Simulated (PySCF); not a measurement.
Si(H)(F)2(NHSiH3) (F2H5NSi2), SMILES F[SiH](N[SiH3])F. Heavy atoms are numbered as in [SiH:1]([F:2])([F:3])[NH:4][SiH3:5]. Hydrogens are named by the atom that carries them.

Geometry: PBE0-D3(BJ)/def2-SVP. The values are those of a single conformer.

Computed with B3LYP/pcSseg-1 (PySCF).

GIAO shieldings, no solvent; atoms alike by connectivity are averaged. δ = σ(ref) − σ: ²⁹Si against TMS (σ = 338.7 ppm); ¹⁹F against CFCl3 (σ = 161.7 ppm); ¹⁵N against NH3 (σ = 265.5 ppm); ¹H against TMS (σ = 31.68 ppm), references at their B3LYP-D3(BJ)/def2-TZVP geometries, non-relativistic.

Computed chemical shifts:
```
nucleus       atoms  count  δ (ppm)
-------  ----------  -----  -------
²⁹Si      Si1 (SiH)      1    -43.5
²⁹Si     Si5 (SiH3)      1    -59.6
¹⁹F              F2      2   -151.2
¹⁵N         N4 (NH)      1     34.6
¹H         H on Si5      3     4.88
¹H         H on Si1      1     4.68
¹H          H on N4      1     0.87
```
